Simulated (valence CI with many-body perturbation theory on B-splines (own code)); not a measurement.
**E1 line list for Rh11+**

Computed by configuration interaction combined with many-body perturbation theory (CI+MBPT): six valence electrons over a frozen Dirac-Fock core [Ar] 3d10, radial functions for each j: 9 s, 9 p, 8 d, 6 f, 3 g, 1 h, with the one-electron correlation potential Σ1, the two-electron term Σ2, the three-electron term Σ3, Breit, model QED; selected CI, second order for the rest, scaled by the run's own slope (own B-spline code, finite nucleus).

No measured spectrum was set against this ion. As an estimate, levels hold to about 250 cm⁻¹ or 0.2 % of their energy and the worst to 1 %, as in measured heavy ions of charge 2 to 7; those with d or f electrons hold less well. Among the levels kept, up to 1500 cm⁻¹ of a level comes from second order outside the variational space, and about a tenth of that is noise between levels of different J, which matters for small intervals.

Lines 1 to 50 of 85 in falling wavelength, among levels below 550140 cm⁻¹, chosen from the strongest by gf and those to the six lowest levels. Wavelengths and rates use the calculated energies, so an error of 800 cm⁻¹ moves a line at 47.08 nm by 0.38 % and its rate by three times that or more. Electric multipoles are in the length gauge, E1 and E2 with the static RPA response of the core. Weak lines are less certain than strong ones. Lines between different terms over intervals too small for the method are left out, as are lines whose strength nearly cancels. The highest levels of a list are the least certain.

Names give the largest LS component (configuration and term), which can be under half, so a name can repeat, a term be missing and a line seem to break the LS rules; names also repeat where a configuration has a term twice. Letters in brackets count levels of one name in rising energy.

| λ vac (nm) | Upper | Lower | A (s⁻¹) | log gf | Branch % |
| --- | --- | --- | --- | --- | --- |
| 47.08 | 4s 4p5 3P°_1 | 4s2 4p4 1S_0 | 1.05e+08 | -1.98 | 1.3 |
| 40.82 | 4s 4p5 3P°_2 | 4s2 4p4 1D_2 | 4.85e+08 | -1.22 | 8.2 |
| 38.13 | 4s 4p5 3P°_2 | 4s2 4p4 3P_1 | 1.23e+09 | -0.87 | 20.9 |
| 37.77 | 4s 4p5 3P°_1 | 4s2 4p4 1D_2 | 2.07e+08 | -1.88 | 2.6 |
| 36.43 | 4s 4p5 1P°_1 | 4s2 4p4 1S_0 | 9.25e+08 | -1.26 | 5.4 |
| 35.45 | 4s 4p5 3P°_1 | 4s2 4p4 3P_1 | 1.32e+09 | -1.13 | 16.8 |
| 33.96 | 4s 4p5 3P°_1 | 4s2 4p4 3P_0 | 1.81e+09 | -1.03 | 23.1 |
| 33.62 | 4s 4p5 3P°_2 | 4s2 4p4 3P_2 | 4.19e+09 | -0.45 | 70.9 |
| 33.23 | 4s 4p5 3P°_0 | 4s2 4p4 3P_1 | 6.61e+09 | -0.96 | 100.0 |
| 32.24 | 4s2 4p3 4d 5D°_1 | 4s2 4p4 1S_0 | 5.31e+05 | -4.61 | 0.0 |
| 31.53 | 4s 4p5 3P°_1 | 4s2 4p4 3P_2 | 4.40e+09 | -0.71 | 56.1 |
| 30.60 | 4s 4p5 1P°_1 | 4s2 4p4 1D_2 | 1.44e+10 | -0.22 | 83.5 |
| 29.24 | 4s2 4p3 4d 3D°_1 [a] | 4s2 4p4 1S_0 | 5.48e+06 | -3.68 | 0.7 |
| 29.06 | 4s 4p5 1P°_1 | 4s2 4p4 3P_1 | 2.40e+08 | -2.04 | 1.4 |
| 28.05 | 4s 4p5 1P°_1 | 4s2 4p4 3P_0 | 9.80e+06 | -3.46 | 0.1 |
| 27.73 | 4s2 4p3 4d 5D°_2 | 4s2 4p4 1D_2 | 6.53e+06 | -3.42 | 0.8 |
| 27.69 | 4s2 4p3 4d 5D°_3 | 4s2 4p4 1D_2 | 7.23e+06 | -3.24 | 1.5 |
| 27.58 | 4s2 4p3 4d 5D°_1 | 4s2 4p4 1D_2 | 5.52e+07 | -2.72 | 2.7 |
| 26.60 | 4s2 4p3 4d 3D°_1 [b] | 4s2 4p4 1S_0 | 1.98e+08 | -2.20 | 1.7 |
| 26.59 | 4s2 4p3 4d 3D°_2 [a] | 4s2 4p4 1D_2 | 8.93e+07 | -2.33 | 5.0 |
| 26.46 | 4s2 4p3 4d 5D°_2 | 4s2 4p4 3P_1 | 6.30e+05 | -4.48 | 0.1 |
| 26.45 | 4s2 4p3 4d 5D°_0 | 4s2 4p4 3P_1 | 9.21e+08 | -2.01 | 100.0 |
| 26.37 | 4s 4p5 1P°_1 | 4s2 4p4 3P_2 | 1.66e+09 | -1.28 | 9.7 |
| 26.33 | 4s2 4p3 4d 5D°_1 | 4s2 4p4 3P_1 | 2.70e+08 | -2.08 | 13.0 |
| 25.63 | 4s2 4p3 4d 3P°_1 [a] | 4s2 4p4 1S_0 | 1.59e+08 | -2.33 | 0.7 |
| 25.52 | 4s2 4p3 4d 3D°_3 [a] | 4s2 4p4 1D_2 | 4.72e+06 | -3.49 | 1.3 |
| 25.49 | 4s2 4p3 4d 5D°_1 | 4s2 4p4 3P_0 | 1.74e+08 | -2.29 | 8.4 |
| 25.42 | 4s2 4p3 4d 3D°_2 [a] | 4s2 4p4 3P_1 | 3.92e+07 | -2.72 | 2.2 |
| 25.36 | 4s2 4p3 4d 3D°_1 [a] | 4s2 4p4 1D_2 | 2.24e+07 | -3.19 | 2.7 |
| 25.22 | 4s2 4p3 4d 3F°_2 [a] | 4s2 4p4 1D_2 | 1.16e+05 | -5.26 | 0.0 |
| 24.90 | 4s2 4p3 4d 3F°_3 [a] | 4s2 4p4 1D_2 | 6.61e+07 | -2.37 | 12.3 |
| 24.47 | 4s2 4p3 4d 3G°_3 | 4s2 4p4 1D_2 | 2.29e+08 | -1.84 | 7.7 |
| 24.30 | 4s2 4p3 4d 3D°_1 [a] | 4s2 4p4 3P_1 | 5.82e+07 | -2.81 | 6.9 |
| 24.21 | 4s2 4p3 4d 5D°_2 | 4s2 4p4 3P_2 | 8.33e+08 | -1.44 | 99.2 |
| 24.18 | 4s2 4p3 4d 5D°_3 | 4s2 4p4 3P_2 | 4.81e+08 | -1.53 | 98.5 |
| 24.17 | 4s2 4p3 4d 3F°_2 [a] | 4s2 4p4 3P_1 | 1.73e+07 | -3.12 | 1.8 |
| 24.10 | 4s2 4p3 4d 5D°_1 | 4s2 4p4 3P_2 | 1.58e+09 | -1.38 | 76.0 |
| 24.09 | 4s2 4p3 4d 1S°_0 | 4s2 4p4 3P_1 | 9.71e+06 | -4.07 | 100.0 |
| 23.58 | 4s2 4p3 4d 3D°_1 [a] | 4s2 4p4 3P_0 | 1.00e+08 | -2.60 | 11.9 |
| 23.56 | 4s2 4p3 4d 3P°_1 [b] | 4s2 4p4 1S_0 | 7.65e+08 | -1.72 | 0.4 |
| 23.35 | 4s2 4p3 4d 3D°_1 [b] | 4s2 4p4 1D_2 | 2.28e+09 | -1.25 | 19.6 |
| 23.34 | 4s2 4p3 4d 3D°_2 [a] | 4s2 4p4 3P_2 | 1.66e+09 | -1.17 | 92.8 |
| 23.15 | 4s2 4p3 4d 3S°_1 | 4s2 4p4 1S_0 | 8.11e+08 | -1.71 | 0.5 |
| 22.96 | 4s2 4p3 4d 1D°_2 | 4s2 4p4 1D_2 | 6.93e+08 | -1.56 | 15.1 |
| 22.60 | 4s2 4p3 4d 3P°_1 [a] | 4s2 4p4 1D_2 | 5.49e+09 | -0.90 | 22.7 |
| 22.51 | 4s2 4p3 4d 3D°_3 [a] | 4s2 4p4 3P_2 | 3.73e+08 | -1.70 | 98.8 |
| 22.45 | 4s2 4p3 4d 3D°_1 [b] | 4s2 4p4 3P_1 | 6.69e+07 | -2.82 | 0.6 |
| 22.39 | 4s2 4p3 4d 3D°_1 [a] | 4s2 4p4 3P_2 | 6.57e+08 | -1.83 | 77.9 |
| 22.28 | 4s2 4p3 4d 3F°_2 [a] | 4s2 4p4 3P_2 | 9.25e+08 | -1.46 | 98.2 |
| 22.18 | 4s2 4p3 4d 3D°_2 [b] | 4s2 4p4 1D_2 | 6.17e+05 | -4.64 | 0.0 |
